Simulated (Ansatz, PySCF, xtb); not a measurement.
Dimer: CH4O (SMILES CO) (first 6 atoms) with CH3I (SMILES CI); geometry from B3LYP-D3(BJ)/def2-TZVP.
(charge 0, multiplicity 1):
```xyz
11

C      0.66408     0.27617     0.22818
O     -0.66549     0.28880     0.73000
H      1.40429     0.40828     1.02489
H      0.74869     1.10873    -0.46897
H      0.88957    -0.65115    -0.30866
H     -0.74765    -0.41744     1.38284
C     -0.25519     1.55913     3.80461
I      0.04370    -0.54752     4.18220
H     -0.52433     1.64367     2.75749
H     -1.05234     1.88893     4.46036
H      0.67962     2.05859     4.03062
```

Monomers are frozen at their geometry in the pair; levels with a basis set take the counterpoise correction.

Frozen-core correlation. Filled d and f shells under p-block atoms count as core.

The values were computed with Ansatz (Gaussian orbitals); PySCF for the dispersion terms; xtb for the GFN methods. Values without a source in brackets are computed. In def2 rows elements past Kr take small-core potentials, without spin–orbit coupling.

Problem. Give the interaction energy at the level SCS-MP2/def2-SVPD.

Solution. -98 meV

Problem. Estimate the interaction energy that PBE-D3(BJ)/def2-TZVPPD returns for this input.

Solution. -191 meV

Problem. Predict the interaction energy from GFN1-xTB.

Solution. -155 meV

Ansatz is a quantum-chemistry and plane-wave program.
